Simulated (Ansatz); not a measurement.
Relaxation of ClH$_{2}$InO$_{2}$ (6 atoms, charge 0, multiplicity 1), to a largest force component of 0.02 eV/Å in at most 40 steps.

The calculation used RHF/def2-SVP (Ansatz 0.2.0).

```xyz
6
Properties=species:S:1:pos:R:3
In 0.000 0.000 0.000
Cl 0.000 0.000 2.440
O 1.723 0.000 -0.995
H 2.023 -0.952 -1.150
O -1.723 0.000 -0.995
H -2.233 -0.847 -0.786
```

Where does it end, and by what steps?

It converged. After 11 steps the energy has fallen by 0.544 eV; H4 moved furthest, 0.64 Å.

| step | energy less start (eV) | largest force component (eV/Å) | accepted |
| --- | --- | --- | --- |
| 0 | 0.0000 | 3.102 | yes |
| 1 | -0.2761 | 1.709 | yes |
| 2 | -0.2624 | 2.600 | no |
| 3 | -0.3791 | 0.718 | yes |
| 4 | -0.4084 | 0.300 | yes |
| 5 | -0.4517 | 0.406 | yes |
| 6 | -0.4995 | 0.280 | yes |
| 7 | -0.5374 | 0.181 | yes |
| 8 | -0.5381 | 0.446 | yes |
| 9 | -0.5435 | 0.035 | yes |
| 10 | -0.5439 | 0.089 | yes |
| 11 | -0.5441 | 0.003 | yes |

```xyz
6
Properties=species:S:1:pos:R:3
In 0.064 -0.237 0.097
Cl -0.189 0.160 2.386
O 1.866 -0.335 -0.669
H 1.952 -0.495 -1.597
O -1.521 -0.471 -1.043
H -2.383 -0.421 -0.660
```

Run time: 30 s on 1 thread of Arm Neoverse V1 (shared host), peak memory 0.14 GiB.
